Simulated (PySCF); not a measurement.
Species: C11H14O.
Geometry (PBE0-D3(BJ)/def2-SVP, Å), atoms numbered from 1 in this order:
```
atom  x, y, z in Å
C1     2.4691   -2.0903    0.9896
C2     2.2162   -1.0104    0.4952
C3     1.9392    0.2524   -0.0900
C4     2.8568    1.0922   -0.8166
C5     2.1428    2.1848   -1.1909
O6     0.8656    2.0813   -0.7568
C7     0.7313    0.9187   -0.0916
C8    -0.6144    0.5864    0.4627
C9    -0.5432    0.4469    1.9849
C10   -1.2150   -0.6526   -0.2423
C11   -2.6121   -0.9786    0.2736
C12   -1.2342   -0.4666   -1.7554
H13    2.6890   -3.0459    1.4275
H14    3.9051    0.8859   -1.0164
H15    2.3901    3.0861   -1.7449
H16   -1.2571    1.4503    0.2174
H17    0.0610   -0.4285    2.2684
H18   -0.0786    1.3364    2.4343
H19   -1.5439    0.3332    2.4247
H20   -0.5525   -1.5061   -0.0093
H21   -3.2957   -0.1254    0.1260
H22   -2.6178   -1.2346    1.3425
H23   -3.0338   -1.8374   -0.2708
H24   -1.6445   -1.3577   -2.2545
H25   -1.8633    0.3941   -2.0385
H26   -0.2256   -0.2930   -2.1592
```

NICS is the negative of the GIAO shielding at a point without a nucleus: at the ring centre (0) and 1 Å above and below it (1); zz is the component along the ring normal. Level: GIAO KT2/pcSseg-1 (PySCF, non-relativistic, gas phase) on the PBE0-D3(BJ)/def2-SVP geometry, one conformer.

Ring bond lengths (Å): C3–C4 1.441, C4–C5 1.358, C5–O6 1.353, O6–C7 1.346, C7–C3 1.379.

Question: What do the NICS probes read (ppm)?

Answer: 
```
          ring                                               type  NICS(0)  NICS(1), two faces  NICS(1)zz, two faces  rms pucker (Å)  centre to ring atoms, mean (Å)
C3–C4–C5–O6–C7  5-membered ring with O; formal bonds all aromatic    -12.3         -9.6 / -9.7         -23.3 / -23.5            0.00                            1.17
```

Question: What do they say, and how far can they be read as aromaticity?

Answer: 
- C3–C4–C5–O6–C7: mean NICS(1)zz -23.4 ppm, shielded. The ring is flat and has no four-coordinate atom; by the NICS criterion it is aromatic.

Question: And the bond-length index? HOMA = 1 − mean of α(R − Ropt)² over the ring bonds, with Krygowski's 1993 parameters (CC: Ropt 1.388 Å, α 257.7 Å⁻²; CO: Ropt 1.265 Å, α 157.38 Å⁻²).

Answer: 
- C3–C4–C5–O6–C7: HOMA 0.36; the largest term is that of C5–O6, α(R − Ropt)² = 1.22.

Question: What are the shieldings of the ring atoms and their hydrogens in the same run (means over atoms taken as equivalent)?

Answer: 
| atoms | environment | σ isotropic (ppm) |
| --- | --- | --- |
| C3 | substituted aromatic carbon | 86.0 |
| C4 | aromatic CH carbon | 70.4 |
| C5 | aromatic CH next to a ring oxygen | 50.4 |
| O6 | furan-type oxygen | 24.7 |
| C7 | substituted aromatic carbon | 21.2 |
| H14 | aromatic hydrogen | 24.77 |
| H15 | aromatic hydrogen | 24.17 |

Question: How do the values depend on the level or the medium?

Answer: 
```csv
level,"NICS(0), C3–C4–C5–O6–C7","mean NICS(1)zz, C3–C4–C5–O6–C7"
"KT2/pcSseg-1, gas",-12.3,-23.4
"PBE0/pcSseg-1, gas",-12.3,-23.9
```

The geometry is the same throughout.
